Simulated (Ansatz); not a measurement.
Cost and result up the ladder for Al3O9H9, a hydroxylated oxide cluster (21 atoms). The state is a singlet with charge 0. Geometry: r2SCAN-D4/def2-SVP.

```csv
atom,x (Å),y (Å),z (Å)
Al1,0.275,1.778,0.450
Al2,0.416,-1.389,0.737
Al3,-0.969,0.286,-1.508
O4,2.106,-2.337,0.532
O5,-0.261,1.641,2.093
O6,0.322,0.096,-0.233
O7,0.668,-1.042,2.397
O8,1.555,2.889,0.216
O9,-0.422,0.369,-3.127
O10,-0.473,-2.665,0.006
O11,-2.299,-0.780,-1.182
O12,-1.113,1.985,-0.780
H13,2.496,-2.427,1.418
H14,1.887,-3.226,0.202
H15,-0.060,2.341,2.724
H16,0.337,-0.166,2.665
H17,2.058,3.012,-0.592
H18,-0.805,-0.172,-3.822
H19,-1.286,-2.393,-0.452
H20,-2.998,-0.593,-0.550
H21,-1.432,2.793,-1.195
```

Ansatz on 2 threads of AMD EPYC 7R13 on a shared host and a share (18 GiB) of an NVIDIA H100 80GB HBM3. Times are rough, and most runs start from the orbitals of an earlier one. PBE0-D4/def2-TZVP serves as the yardstick here, not as an exact answer. Differences are given only for rows in sets of like size (and for xTB, whose basis is part of the method), since another set adds its own error. Binding counts from free atoms at the same level (Al doublet, O triplet, H doublet; other spins of the atoms weren't run), without zero-point energy or a counterpoise term.

Correlated methods freeze 24 core orbitals. The rows differ in basis, and correlated rows in double-zeta sets carry the largest basis error. Single mean-field runs in def2-TZVP are fitted with def2-universal-jkfit.

Correlated methods converge slowly with the basis, most of all in double-zeta sets.

| level | functions | wall time | binding energy per atom (eV) | difference from PBE0-D4/def2-TZVP (eV) |
| --- | --- | --- | --- | --- |
| PBE-D4/def2-TZVP | 444 | 2.6 s | 4.33 | 0.12 |
| revPBE-D4/def2-TZVP | 444 | 2.6 s | 4.20 | -0.02 |
| PBE-D4/def2-SVP | 225 | 2.7 s | 4.35 | – |
| HF/def2-TZVP | 444 | 2.9 s | 3.00 | -1.22 |
| PBE0-D4/def2-SVP | 225 | 3.1 s | 4.22 | – |
| r2SCAN-D4/def2-TZVP | 444 | 3.4 s | 4.31 | 0.10 |
| PBE0-D4/def2-TZVP (with forces) | 444 | 3.9 s | 4.22 | 0.00 |
| MP2/def2-TZVP | 444 | 4.3 s | 4.32 | 0.10 |
| B97M-V/def2-TZVP (with forces) | 444 | 5.5 s | 4.28 | 0.06 |
| CCSD(T)/def2-SVP | 225 | 5.5 s | 4.04 | – |
